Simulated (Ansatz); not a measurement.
`BC/C(C)=C\F` and `C/C([SiH3])=C\F` differ in one atom or group (the configuration at the double bond changes too).

Ansatz, PBE0-D4/def2-TZVP geometries, multiplicity 1. Each molecule was computed in one conformer, which needn't be the lowest.

| property | `BC/C(C)=C\F` |
| --- | --- |
| HOMO energy (B3LYP/def2-TZVPP) / eV | -7.10 |
| LUMO energy (PBE0/def2-TZVPP) / eV | -0.88 |
| HOMO–LUMO gap (ωB97M-V/def2-TZVPP) / eV | 10.57 |
| HOMO energy (PBE0/def2-TZVPP) / eV | -7.31 |
| HOMO–LUMO gap (B3LYP/def2-TZVPP) / eV | 6.02 |
| HOMO energy (ωB97M-V/def2-TZVPP) / eV | -9.47 |

Question: What does the change do to each property? (An estimate is asked.)

Answer: The calculation gave: 
```json
{"property": "HOMO energy (B3LYP/def2-TZVPP) / eV", "`C/C([SiH3])=C\\F`": "-7.25", "shift": "-0.15"}
{"property": "LUMO energy (PBE0/def2-TZVPP) / eV", "`C/C([SiH3])=C\\F`": "0.01", "shift": "0.89"}
{"property": "HOMO–LUMO gap (ωB97M-V/def2-TZVPP) / eV", "`C/C([SiH3])=C\\F`": "11.81", "shift": "1.24"}
{"property": "HOMO energy (PBE0/def2-TZVPP) / eV", "`C/C([SiH3])=C\\F`": "-7.46", "shift": "-0.15"}
{"property": "HOMO–LUMO gap (B3LYP/def2-TZVPP) / eV", "`C/C([SiH3])=C\\F`": "7.03", "shift": "1.01"}
{"property": "HOMO energy (ωB97M-V/def2-TZVPP) / eV", "`C/C([SiH3])=C\\F`": "-9.67", "shift": "-0.20"}
```

With PBE0 the HOMO falls by 0.15 eV and the LUMO rises by 0.89 eV, so the gap widens by about 1.04 eV. PBE moves the HOMO by -0.07 eV and ωB97M-V by -0.20 eV.

B3LYP here is the variant with VWN-RPA as its local correlation; programs differ in this.
